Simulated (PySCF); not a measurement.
## Core-level binding energies of `FBP[SiH3]`

Compound: BFH5PSi.
SMILES with atom numbers: `[F:1][BH:2][PH:3][SiH3:4]`

Computed, not measured: delta-SCF UKS SCAN, pcX-2 on the ionised atom, pcseg-1 elsewhere, spin-free X2C in PySCF. Binding energies are ΔSCF values: E(core-ionised, relaxed orbitals) − E(ground state) at a fixed geometry, referred to the vacuum level.

Question: Give the core binding energies atom by atom.

Answer: 
| atom(s) | bonded to | level | binding energy (eV) | 2p1/2 (eV) | count |
| --- | --- | --- | --- | --- | --- |
| P3 | H, B and Si | P 1s | 2149.67 | – | 1 |
| Si4 | 3 H and P | Si 1s | 1846.84 | – | 1 |
| F1 | B | F 1s | 693.13 | – | 1 |
| B2 | F, H and P | B 1s | 197.48 | – | 1 |
| P3 | H, B and Si | P 2p3/2 | 136.21 | 137.10 | 1 |
| Si4 | 3 H and P | Si 2p3/2 | 107.08 | 107.70 | 1 |

Question: Which effective nuclear charge Zeff reproduces each element's mean 1s value in the hydrogen-like formula E = 13.606 eV × Zeff²?

Answer: B (Z = 5): mean 197.5 eV, Zeff = 3.81, Z − Zeff = 1.19; F (Z = 9): mean 693.1 eV, Zeff = 7.14, Z − Zeff = 1.86; Si (Z = 14): mean 1846.8 eV, Zeff = 11.65, Z − Zeff = 2.35; P (Z = 15): mean 2149.7 eV, Zeff = 12.57, Z − Zeff = 2.43. Means run over the listed sites, weighted by atom count.

Spin contamination (⟨S²⟩ against 0.75 for a pure doublet) is marked for B 1s of B2 (0.96), which makes this value less certain. The 2p values aren't plain energy differences: one relaxed spin-free 2p hole is combined with a matrix within the shell (ground-state 2p orbital-energy differences and spin–orbit coupling). 2p3/2, the mean of its two sublevels, lies a third of the splitting below the shell's mean and 2p1/2 two thirds above it; the statistical areas are 2:1. 2p1/2 minus 2p3/2 (ligand field included): P 0.89 eV, Si 0.62 eV. Isolated species at its PBE0-D3(BJ)/def2-SVP geometry (one conformer only).

The run took 30 s on one thread of an Arm Neoverse V1, no GPU, on a shared host.

Shape of the structure used: `[F:1][BH:2][PH:3][SiH3:4]`: F1–B2–P3–Si4 -52°.
